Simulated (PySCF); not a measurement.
Species: 3,4-dimethylthiophene, C₆H₈S.
SMILES: `CC1=CSC=C1C`

The closed-shell SCF was solved with PySCF and density fitting under several settings on one GFN2-xTB geometry (grid level 2 and gas phase unless stated).

| settings | basis functions | SCF cycles | E (Eh) | HOMO (eV) | LUMO (eV) | dipole (D) |
| --- | --- | --- | --- | --- | --- | --- |
| PBE0/pcSseg-1 | 166 | 14 | -631.1721 | -6.61 | -0.08 | 1.30 |
| wB97X-D/def2-SVPD | 211 | 13 | -631.2783 | -8.42 | 1.59 | 1.37 |

Task: Estimate the row for these settings: PW91/pcSseg-1.

Result: 
| settings | basis functions | SCF cycles | E (Eh) | HOMO (eV) | LUMO (eV) | dipole (D) |
| --- | --- | --- | --- | --- | --- | --- |
| PW91/pcSseg-1 | 166 | 15 | -631.4900 | -5.59 | -0.99 | 1.20 |

Task: Over all rows, what range does the HOMO–LUMO gap span?

Result: From 4.60 eV (PW91/pcSseg-1) to 10.01 eV (wB97X-D/def2-SVPD). The functional of the narrowest has no exact exchange, that of the widest range-separated exact exchange.

wB97X-D ran without the empirical dispersion term, which would shift the total energy alone. Cycle counts include a coarse-grid stage where the run had one.
